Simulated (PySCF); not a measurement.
# Correlation energy of Ar⁺ (argon, charge +1)

[Ne] 3s2 3p5, 2P determinant. All numbers are calculated (PySCF 2.14, the non-relativistic Hamiltonian (point nucleus), in aug-cc-pV(D+d)Z (5s4p3d, 32 functions)). Frozen: [Ne]; 7 electrons correlated.

MP2 pair energies summed by pair of shells (mhartree):

```tsv
pair	energy	share (%)
3p-3p	-85.28	69.3
3s-3p	-30.88	25.1
3s-3s	-6.97	5.7
```

Total MP2 correlation energy: -123.13 mhartree.

Same-spin part -31.22 and opposite-spin part -91.91 mhartree; SCS-MP2 scales them by 1/3 and 6/5 to -120.70 mhartree.

| level | correlation energy (mhartree) |
| --- | --- |
| CCSD | -143.17 |
| (T) | -2.07 |
| CCSD(T) | -145.24 |

Diagnostics: T1 = 0.0058, D1 = 0.0207, largest double amplitude 0.047.

Cost of the coupled-cluster step: 0.32 s of wall time on 1 thread of Neoverse-V1 (shared host), for 7 correlated electrons.

Iterations:

```
CC2 = 0
CCSD nocc = (np.int64(4), np.int64(3)), nmo = (27, 27)
frozen orbitals [[0, 1, 2, 3, 4], [0, 1, 2, 3, 4]]
max_cycle = 100
direct = 0
conv_tol = 1e-08
conv_tol_normt = 1e-06
diis_space = 8
diis_start_cycle = 0
Init t2, MP2 energy = -0.123132437487772
Init E_corr(UCCSD) = -0.123132437496319
cycle = 1  E_corr(UCCSD) = -0.138941205383949  dE = -0.0158087679  norm(t1,t2) = 0.033868
cycle = 2  E_corr(UCCSD) = -0.141868927548578  dE = -0.00292772216  norm(t1,t2) = 0.0108922
cycle = 3  E_corr(UCCSD) = -0.143195923334932  dE = -0.00132699579  norm(t1,t2) = 0.00437306
cycle = 4  E_corr(UCCSD) = -0.14316350563377  dE = 3.24177012e-05  norm(t1,t2) = 0.000454785
cycle = 5  E_corr(UCCSD) = -0.14316482383957  dE = -1.3182058e-06  norm(t1,t2) = 9.79979e-05
cycle = 6  E_corr(UCCSD) = -0.143165390102291  dE = -5.66262722e-07  norm(t1,t2) = 2.3172e-05
cycle = 7  E_corr(UCCSD) = -0.143165303039091  dE = 8.70632004e-08  norm(t1,t2) = 6.37702e-06
cycle = 8  E_corr(UCCSD) = -0.143165313956425  dE = -1.0917334e-08  norm(t1,t2) = 1.38827e-06
cycle = 9  E_corr(UCCSD) = -0.143165307839161  dE = 6.11726439e-09  norm(t1,t2) = 2.73852e-07
UCCSD converged
E(UCCSD) = -526.4048716941727  E_corr = -0.1431653078391607
UCCSD(T) correction = -0.00207457773352244
```
